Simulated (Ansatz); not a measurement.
Basis-set extrapolation for C$_{3}$H$_{7}$NOSi, SMILES `N=CC(O)=C[SiH3]` (PBE0-D4/def2-TZVP geometry, frozen core, Ansatz 0.2.0). Multiplicity 1, RHF reference.

```csv
,def2-TZVPP,def2-QZVPP
HF,-535.991519,-536.011769
MP2 correlation,-1.042838,-1.115836
CCSD(T) correlation,-1.134216,not run
```

Energies in hartree. Use E(X) = E(∞) + A·exp(−7.88·√X) for Hartree–Fock and E(X) = E(∞) + B·X^(−2.97) for correlation, with X = 3 and 4, and add CCSD(T) minus MP2 of the smaller set to the MP2 limit.

Task: What is the CCSD(T) energy at the basis-set limit?

Result: HF limit: -536.011769 + (-0.020250) × 0.13774 = -536.01456. MP2 limit: -1.115836 + (-0.072998) × 0.74074 = -1.16991. Higher-order term: -1.134216 − (-1.042838) = -0.09138. Total: -537.27585 hartree, 94.2 kcal/mol below CCSD(T)/def2-TZVPP.
